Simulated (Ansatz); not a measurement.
Ag2F2⁻. Charge -1, multiplicity 2. Geometry PBE-D4/def2-TZVPD; atoms count from 1.

Cartesian coordinates in Å:
```
Ag -0.9483 0.3256 -0.9051
Ag 0.9512 -0.3242 0.9026
F 2.4041 -0.8245 2.2986
F -2.4070 0.8231 -2.2961
```

In the def2 sets Ag takes a core potential; there is no spin–orbit coupling. The structure comes from a short search, and lower isomers may exist.

(1) Estimate the Mulliken populations from the PBE0/def2-TZVPD orbitals of Ansatz.

(2) Where does the spin sit?

(3) And the Mayer bond orders between bonded heavy atoms (over 0.3)?

Answers

(1) 
```json
{"atom": "Ag1", "charge (e)": "0.28", "spin (α − β)": "0.50", "d electrons": "9.91"}
{"atom": "Ag2", "charge (e)": "0.28", "spin (α − β)": "0.50", "d electrons": "9.91"}
{"atom": "F3", "charge (e)": "-0.78", "spin (α − β)": "0.00", "d electrons": "–"}
{"atom": "F4", "charge (e)": "-0.78", "spin (α − β)": "0.00", "d electrons": "–"}
```
Mulliken values and Mayer orders depend strongly on the basis. With diffuse functions, as here, like atoms can get unlike values, and bond orders can come out too low or too high.

(2) Summed by element: Ag 0.99, F 0.01, of 1 unpaired in all. Largest on single atoms: Ag1 0.50, Ag2 0.50, F3 0.00.

(3) Ag1–Ag2 0.65 (2.70 Å).
